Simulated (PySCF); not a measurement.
From one molecule to another.

First species: WO2Br2 (singlet state).
SMILES: `[O]=[W](=[O])([Br])[Br]`

Second species: CHF(COOEt)2, C₇H₁₁FO₄.
InChI=1S/C7H11FO4/c1-3-11-6(9)5(8)7(10)12-4-2/h5H,3-4H2,1-2H3

Levels: CAM-B3LYP/def2-SVPD for HOMO energy, LUMO energy, HOMO–LUMO gap and static isotropic polarisability; TDDFT CAM-B3LYP/def2-SVPD for lowest singlet excitation; TDA CAM-B3LYP/def2-SVPD for lowest triplet excitation (Tamm–Dancoff). Geometries: PBE0-D3(BJ)/def2-SVP. Each species is one conformer at its optimised geometry, gas phase (atoms past krypton carry core potentials, spin–orbit coupling is left out). Electronic properties by PySCF.

Values for the first species:

```
HOMO energy                              : -10.70 eV
LUMO energy                              : -2.59 eV
HOMO–LUMO gap                            : 8.11 eV
Lowest singlet excitation                : 4.60 eV
Lowest triplet excitation (Tamm–Dancoff) : 4.30 eV
Static isotropic polarisability          : 86.1 au
```

**Question.** Estimate the same properties for the second species, and the change in each.

**Answer.** 
```json
{"property": "HOMO energy", "first": "-10.70 eV", "second": "-9.90 eV", "second less first": "+0.80 eV"}
{"property": "LUMO energy", "first": "-2.59 eV", "second": "0.52 eV", "second less first": "+3.11 eV"}
{"property": "HOMO–LUMO gap", "first": "8.11 eV", "second": "10.42 eV", "second less first": "+2.31 eV"}
{"property": "lowest singlet excitation", "first": "4.60 eV", "second": "5.84 eV", "second less first": "+1.24 eV"}
{"property": "lowest triplet excitation (Tamm–Dancoff)", "first": "4.30 eV", "second": "5.33 eV", "second less first": "+1.03 eV"}
{"property": "static isotropic polarisability", "first": "86.1 au", "second": "98.3 au", "second less first": "+12.2 au"}
```

On the first: The polarisability is 12.75 Å³ as a volume (1 au = 0.148185 Å³). No computed singlet falls in the visible range (750 to 380 nm, 1.65 to 3.26 eV); S1 lies 1.34 eV above its blue end. Atoms past krypton carry effective core potentials; spin–orbit coupling is left out.

On the second: The polarisability is 14.57 Å³ as a volume (1 au = 0.148185 Å³), or 1.05 au for each of the 94 electrons. No computed singlet falls in the visible range (750 to 380 nm, 1.65 to 3.26 eV); S1 lies 2.58 eV above its blue end.
